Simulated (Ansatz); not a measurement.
Reaction (formal hydrolysis of the Sn–Si bond): `FC[SiH2][SnH3]` + H₂O → `[OH][SnH3]` + `FC[SiH3]`

Computed with Ansatz on PBE0-D4/def2-TZVP structures; ΔE is electronic, products minus reactants. CBS: MP2 limit from def2 TZ/QZ plus the TZ coupled-cluster correction, frozen cores. This one scheme is used for every species. Functionals use def2-TZVPP. Elements past krypton have def2 core potentials. For Sn outer-core shells are correlated without core-valence functions, which leaves a few kJ/mol of doubt a bond. Each species was taken in one conformer, which may not be the lowest.

```json
{"level": "PBE-D4", "ΔE (kcal/mol)": "6.0"}
{"level": "r2SCAN-D4", "ΔE (kcal/mol)": "3.6"}
{"level": "r2SCAN", "ΔE (kcal/mol)": "3.3"}
{"level": "MP2/def2-TZVPP", "ΔE (kcal/mol)": "3.6"}
{"level": "SCS-MP2/def2-TZVPP", "ΔE (kcal/mol)": "1.4"}
{"level": "CCSD(T)/def2-TZVPP", "ΔE (kcal/mol)": "3.6"}
{"level": "MP2/def2-QZVPP", "ΔE (kcal/mol)": "3.7"}
{"level": "SCS-MP2/def2-QZVPP", "ΔE (kcal/mol)": "1.5"}
```

(1) What does CCSD(T)/CBS give? (Best estimate.)

Largest T1 diagnostic among the species: 0.014.

Results:

(1) The calculation gave: +4.1 kcal/mol. The listed levels differ from it by 1.9, -0.5, -0.8, -0.5, -2.7, -0.5, -0.4, -2.6 kcal/mol.

In def2-TZVPP, CCSD(T) changes the Hartree–Fock value by +4.7 kcal/mol (the triples alone add +0.3 kcal/mol) and MP2 by +4.7 kcal/mol. The D4 term adds +1.8 kcal/mol with B3LYP and +1.1 kcal/mol with PBE0; it sums over pairs of atoms, weighted by their polarisabilities, and B3LYP, whose exchange is more repulsive, gets the larger term.

B3LYP here is the variant with VWN-RPA as its local correlation; programs differ in this.
